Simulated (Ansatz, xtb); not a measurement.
## Ranking isomers of CH7ClGeSi

3 gas-phase structures of CH7ClGeSi, from a drawn sample of its isomers (lower ones may exist). Each was relaxed with GFN2-xTB; where two conformers were screened, the lower at r2SCAN-D4/def2-SVP is listed:

A. `C[SiH2][GeH2][Cl]`, a singlet
B. `Cl[SiH2][CH2][GeH3]`, a singlet
C. `[SiH3][GeH2][CH2]Cl`, a singlet

**Question.** Which do you expect lowest at r2SCAN-D4/def2-SVP, and how would the others follow?

**Answer.** Calculated order at r2SCAN-D4/def2-SVP: A (0.0), B (6.6), C (160.6) kJ/mol. CCSD(T)/def2-SVP + ΔMP2/def2-TZVPP after further relaxation puts B lowest instead.

Energies above the lowest of each column, in kJ/mol; the last columns are at PBE-D3(BJ)/def2-SVP geometries:

```tsv
structure	GFN2-xTB	HF/STO-3G	r2SCAN-D4/def2-SVP	PBE-D3(BJ)/def2-SVP	CCSD(T)/def2-SVP + ΔMP2/def2-TZVPP
A	0.0	0.0	0.0	0.0	4.7
B	50.7	24.4	6.6	14.8	0.0
C	149.8	176.6	160.6	154.9	159.4
```

CCSD(T)/def2-SVP + ΔMP2/def2-TZVPP puts B lowest; GFN2-xTB picks A, HF/STO-3G picks A, r2SCAN-D4/def2-SVP picks A, PBE-D3(BJ)/def2-SVP picks A. CCSD(T)/def2-SVP + ΔMP2/def2-TZVPP orders those it was run on as B (0.0), A (4.7), C (159.4) kJ/mol. Flexible structures stand in one conformer each, not always the lowest. ΔMP2 is the change of the MP2 energy from the smaller to the larger basis.

Programs: Ansatz 0.2.0, xtb 6.7.1.
